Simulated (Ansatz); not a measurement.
LiSbH3 (charge +1), closed shell: a pair in one relaxed arrangement.

The input file, in.yaml:

```yaml
crystal:
  periodic: [false, false, false]
  atoms:
    - {symbol: Li, position_ang: [-0.663621, -0.026933, -1.437021]}
    - {symbol: Sb, position_ang: [0.498700, 0.019264, 1.081679]}
    - {symbol: H, position_ang: [1.145077, -0.673596, -0.372007]}
    - {symbol: H, position_ang: [0.034971, 1.375731, 0.104023]}
    - {symbol: H, position_ang: [-1.015227, -0.694468, 0.623425]}
basis:
  gaussian: {orbitals: "def2-TZVPPD.json"}
total_charge: 1
hamiltonian: {xc: {name: B97M-V}}
```

The basis file named in the input lies beside it (Basis Set Exchange, JSON).

Run by:

```bash
ansatz run in.yaml --threads 2 --pin off --events-out ev --progress --plain --max-ram 5222MiB
```

Output of Ansatz 0.2.0:

```
Functional definition: B97M-V
  name "B97M-V"
  cite "Mardirossian & Head-Gordon, J. Chem. Phys. 142, 074111 (2015) doi:10.1063/1.4907719"
  cite "Becke, J. Chem. Phys. 107, 8554 (1997) doi:10.1063/1.475007"
  cite "Vydrov & Van Voorhis, J. Chem. Phys. 133, 244103 (2010) doi:10.1063/1.3521275"
  # Of w^i u^j: cxij and so on, Table III.
  parameter cx00 = 1.000
  parameter cx01 = 1.308
  parameter cx02 = 1.901
  parameter cx10 = 0.416
  parameter cx11 = 3.070
  parameter css00 = 1.000
  parameter css02 = -1.855
  parameter css10 = -5.668
  parameter css32 = -20.497
  parameter css42 = -20.364
  parameter cos00 = 1.000
  parameter cos01 = 1.573
  parameter cos03 = -6.298
  parameter cos10 = 2.535
  parameter cos32 = -6.427
  parameter b = 6.0
  parameter c = 0.01
  gx(w, u) = cx00 + cx01*u + cx02*u^2 + (cx10 + cx11*u)*w
  gss(w, u) = css00 + css02*u^2 + css10*w + (css32*w^3 + css42*w^4)*u^2
  gos(w, u) = cos00 + cos01*u + cos03*u^3 + cos10*w + cos32*w^3*u^2
  exchange = spin_sum(e_x_unif_s*gx(b97_w, b97_u_x))
  correlation = spin_sum(e_c_pw_mod_same_spin*gss(b97_w, b97_u_same))
      + integral(e_c_pw_mod_opposite_spin*gos(b97_w_opposite, b97_u_opposite)) + vv10(b, c)
746 factors; their error is unknown
mean field evaluation 1: about -6783.9975 eV, gradient 2.4e1 eV
mean field evaluation 2: about -6784.6484 eV, gradient 2.5e1 eV
mean field evaluation 4: about -6785.7981 eV, gradient 1.6e0 eV
mean field evaluation 8: about -6785.7986 eV, gradient 5.1e-2 eV
mean field evaluation 16: about -6785.7986 eV, gradient 1.6e-5 eV
mean field -6785.79860167 eV, -249.3734990317 hartree, gradient 1.6e-5 eV, S^2 0.000000; 0 other end points of the search recorded, 0 dependent functions left out
reference -6785.79867116 eV, -249.3735015855 hartree; 14, 14 occupied and 115, 115 virtual orbitals, 746 factors
Total energy: -6785.79867116 eV, -249.3735015855 hartree
```

Hardware: 2 CPU threads of an Intel Xeon Platinum 8259CL, shared host. Wall time about 4 s.
